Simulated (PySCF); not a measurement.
# `O1C(C(=O)Br)=CC(Cl)=C1`, C5H2BrClO2

Geometry:
```tsv
atom	x (Å)	y (Å)	z (Å)
O1	-2.589	-1.350	-0.351
C2	-2.034	-0.322	-0.142
Br3	-3.078	1.318	0.113
C4	-0.620	-0.068	-0.039
C5	0.431	-0.956	-0.157
C6	1.593	-0.182	0.029
Cl7	3.205	-0.730	-0.004
C8	1.169	1.110	0.244
O9	-0.155	1.174	0.202
H10	0.365	-2.006	-0.348
H11	1.717	2.014	0.427
```

Method: TDDFT BHandHLYP/def2-SVPD excited states, vertical, gas phase in PySCF 2.14.0. Geometry: GFN2-xTB.

The calculation is non-relativistic, which matters for the atoms heavier than Zn.

How strongly do the lowest singlets absorb one photon, and two photons of half the energy?

δ for parallel linear polarisation; σ at the peak of a Lorentzian of half width 0.1 eV, single beam; Ω is circular over linear.
| state | E (eV) | f | photon λ (nm) | δ (au) | σ (GM) | Ω | main |
| --- | --- | --- | --- | --- | --- | --- | --- |
| S1 | 4.57 | 0.000 | 543 | <0.1 | 0.00 | – | HOMO−4→LUMO 0.53, HOMO−1→LUMO 0.37 |
| S2 | 4.89 | 0.355 | 507 | 448 | 3.93 | 0.81 | HOMO→LUMO 0.97 |
| S3 | 5.49 | 0.000 | 452 | 0.28 | 0.00 | 1.50 | HOMO−1→LUMO 0.59, HOMO−4→LUMO 0.38 |
| S4 | 5.74 | 0.019 | 432 | 226 | 2.73 | 0.76 | HOMO−2→LUMO 0.89 |
| S5 | 6.00 | 0.099 | 414 | 203 | 2.67 | 0.86 | HOMO−3→LUMO 0.93 |

Among these, the strongest one-photon state is S2, the strongest two-photon state S2, with a dipole change of 3.4 D (relaxed, norm of the difference vector).
